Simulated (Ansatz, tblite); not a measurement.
Isomers of ZrAu12 (singlet), found by a short tight-binding search and relaxed with PBE-D4/def2-SVP in Ansatz.

In the def2 sets Au, Zr take a core potential; there is no spin–orbit coupling. The xTB rows come from tblite. Correlated methods freeze no core orbitals; core or outer-core shells of Zr, Au are correlated, in sets that lack core-valence functions. Single mean-field runs in def2-SVP, def2-TZVP are fitted with def2-universal-jkfit.

A: At MP2/def2-TZVP the test of the restricted singlet for broken spin symmetry was undecided. B: At MP2/def2-TZVP the test of the restricted singlet for broken spin symmetry was undecided.

Other spin states weren't relaxed.

A:

```xyz
13

Zr    0.281   -0.226    0.262
Au   -1.625    2.926   -0.932
Au    0.808   -1.070   -2.401
Au   -1.614    0.239   -1.897
Au   -1.974   -1.908   -0.149
Au    2.631    1.306    0.410
Au    2.780   -1.388   -0.094
Au   -0.033   -2.233    2.162
Au    0.195    2.480    1.156
Au   -2.346    0.807    0.785
Au    0.561   -3.053   -0.446
Au   -0.458    0.376    2.907
Au    0.793    1.743   -1.763
```

B:

Cartesian coordinates in Å:
```
Zr 0.0798 0.0560 -0.2011
Au 2.5150 -0.3088 -1.5039
Au 0.8039 2.8308 2.2425
Au 0.8631 -2.4103 -1.5149
Au -0.0984 2.9449 -0.4093
Au -1.6582 -1.1690 -2.1756
Au 1.2034 0.0600 2.3908
Au -2.4240 -0.9125 0.6763
Au -1.5382 -3.3408 -0.4060
Au -0.9477 1.3975 -2.4179
Au 0.3202 -2.2625 1.3947
Au -1.5427 1.4087 1.6746
Au 2.4237 1.7062 0.2496
```

Estimate which lies lowest at each level, and how far above it the others are (kcal/mol).


```tsv
level	A	B
GFN1-xTB	6.8	0.0
GFN2-xTB	51.3	0.0
HF/def2-TZVP	4.4	0.0
PBE-D4/def2-SVP	2.7	0.0
PBE-D4/def2-TZVP	2.2	0.0
r2SCAN-D4/def2-TZVP	4.6	0.0
PBE0-D4/def2-SVP	0.8	0.0
PBE0-D4/def2-TZVP	0.4	0.0
CAM-B3LYP-D4/def2-TZVP	3.0	0.0
RPA@PBE/def2-TZVP	5.4	0.0
MP2/def2-TZVP	0.1	0.0
```
Point groups (tolerance 0.1 Å): A Cs, B not assigned. Lower isomers may exist.
